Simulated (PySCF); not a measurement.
F₂H₂NOTa, SMILES [NH]=[Ta]([F])([F])[OH], multiplicity 1. The structure is a stationary point at PBE-D3(BJ)/def2-SVP. The spin state was assumed, not searched. The structure was generated by enumeration; whether it is a known compound was not checked. The def2 effective core potentials stand for the cores of Ta; spin–orbit coupling is left out. One conformer was computed; it need not be the lowest.

Computed with PySCF with PBE-D3(BJ)/def2-SVP.

Harmonic wavenumbers (cm⁻¹): 157, 167, 190, 231, 233, 413, 503, 511, 612, 663, 665, 714, 981, 3590, 3781. Rotational constants (GHz): 3.165, 3.052, 2.735; symmetry number 1.

Work out the zero-point energy and the ideal-gas rigid-rotor harmonic-oscillator thermochemistry at 298.15 K and 1 atm.

ZPE = ½ Σ hcν = ½ × 13411 cm⁻¹ = 80.22 kJ/mol. H − E(el) = 101.00 kJ/mol. Entropy in J/(mol K): translation 177.66, rotation 112.55, vibration 61.66, total 351.86. G − E(el) = -3.91 kJ/mol. Cp = 104.95 J/(mol K).
